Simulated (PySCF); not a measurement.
Compound: CH9BrGe2SSi.
InChI=1S/CH9BrGe2SSi/c2-4-5-3-1-6/h1,3-4H2,6H3

Computed with PySCF at CAM-B3LYP/def2-SVPD, non-relativistic, on one gas-phase PBE0-D3(BJ)/def2-SVP geometry that isn't relaxed in the solvent. The solvent is an IEF-PCM continuum (van der Waals radii × 1.2), and excitations are vertical TDDFT with non-equilibrium linear response and a frozen core. The model holds no explicit solvent molecules, cavitation or dispersion. Spin–orbit coupling is left out although an atom past zinc is present.

Gas-phase singlets (H = HOMO, L = LUMO):

| state | E (eV) | λ (nm) | f | leading configurations |
| --- | --- | --- | --- | --- |
| S1 | 5.286 | 235 | 0.009 | H→L 89% |
| S2 | 5.806 | 214 | 0.014 | H→L+1 81%, H→L+2 11% |
| S3 | 6.036 | 205 | 0.021 | H-1→L 71%, H-2→L 14% |
| S4 | 6.110 | 203 | 0.022 | H-2→L 78%, H-1→L 12% |
| S5 | 6.484 | 191 | 0.020 | H→L+2 44%, H→L+3 25% |

Question: What are the lowest 5 singlets in dichloromethane (ε = 8.93)?

Answer: 
```json
{"state": "S1", "E (eV)": "5.346", "λ (nm)": "232", "f": "0.015", "leading configurations": "H→L 88%", "change by rank (eV)": "+0.060"}
{"state": "S2", "E (eV)": "5.923", "λ (nm)": "209", "f": "0.022", "leading configurations": "H→L+1 82%, H→L+2 10%", "change by rank (eV)": "+0.117"}
{"state": "S3", "E (eV)": "6.126", "λ (nm)": "202", "f": "0.031", "leading configurations": "H-1→L 60%, H-2→L 24%", "change by rank (eV)": "+0.090"}
{"state": "S4", "E (eV)": "6.190", "λ (nm)": "200", "f": "0.039", "leading configurations": "H-2→L 67%, H-1→L 20%", "change by rank (eV)": "+0.080"}
{"state": "S5", "E (eV)": "6.567", "λ (nm)": "189", "f": "0.030", "leading configurations": "H→L+2 46%, H→L+3 22%", "change by rank (eV)": "+0.083"}
```

Question: How does the list change in dimethylsulfoxide (ε = 46.83)?

Answer: 
```
state  E (eV)  λ (nm)      f  leading configurations  change by rank (eV)
   S1   5.363     231  0.015                 H→L 88%               +0.077
   S2   5.947     208  0.024     H→L+1 82%, H→L+2 9%               +0.141
   S3   6.140     202  0.031    H-1→L 56%, H-2→L 27%               +0.104
   S4   6.203     200  0.042    H-2→L 64%, H-1→L 23%               +0.093
   S5   6.586     188  0.031    H→L+2 46%, H→L+3 21%               +0.102
```

Question: The ground-state energy changes by -0.134 eV from gas to dimethylsulfoxide. By how much does the total energy of gas-phase S1 change?

Answer: E(S1) = E(S0) + excitation energy, so it changes by -0.134 + 0.077 = -0.057 eV: it is lowered less than the ground state, which is what a blue shift means. This is the vertical state, with the slow part of the continuum still set for S0.

Question: How do the frontier levels move from gas to dimethylsulfoxide?

Answer: 
```
orbital  gas (eV)  solvent (eV)  change (eV)
 LUMO+2      0.77          0.86        +0.09
 LUMO+1      0.29          0.49        +0.20
   LUMO     -0.21         -0.10        +0.11
   HOMO     -8.72         -8.70        +0.02
 HOMO-1     -9.55         -9.55         0.00
 HOMO-2     -9.73         -9.72        +0.01
 HOMO-3    -10.16        -10.09        +0.07
```

The HOMO–LUMO gap goes from 8.51 to 8.60 eV.

The values belong to the conformer `[SiH3:1][CH2:2][GeH2:3][S:4][GeH2:5][Br:6]`: Si1–C2–Ge3–S4 56°, C2–Ge3–S4–Ge5 47°, Ge3–S4–Ge5–Br6 43°.
